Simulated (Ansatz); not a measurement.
BH4NO (SMILES NBO) moved off its minimum; all values from Ansatz (a quantum-chemistry and plane-wave program), cores frozen in correlated methods.
(charge 0, multiplicity 1)
```xyz
7

B     -0.29694    -0.41496     0.18177
H     -1.10056    -1.14345     0.57761
O      1.03202    -0.59737     0.53242
H      1.69503    -0.10031     0.25327
N     -0.73619     0.78997    -0.47265
H     -1.56943     0.96537    -0.59851
H     -0.02919     1.53055    -0.92415
```

Q: Give the forces (eV/Å), the total energy and the dipole at CCSD(T)/cc-pVTZ.

A: 
| atom | Fx | Fy | Fz |
|---|---|---|---|
| B1 | 1.348 | 2.512 | -0.248 |
| H2 | -0.526 | -0.807 | 0.233 |
| O3 | -4.946 | -4.349 | 1.911 |
| H4 | 4.042 | 3.697 | -2.103 |
| N5 | 12.952 | -0.909 | 0.431 |
| H6 | -10.476 | 2.305 | -1.805 |
| H7 | -2.395 | -2.448 | 1.581 |
Energy -157.0372 hartree, dipole 2.50 D.
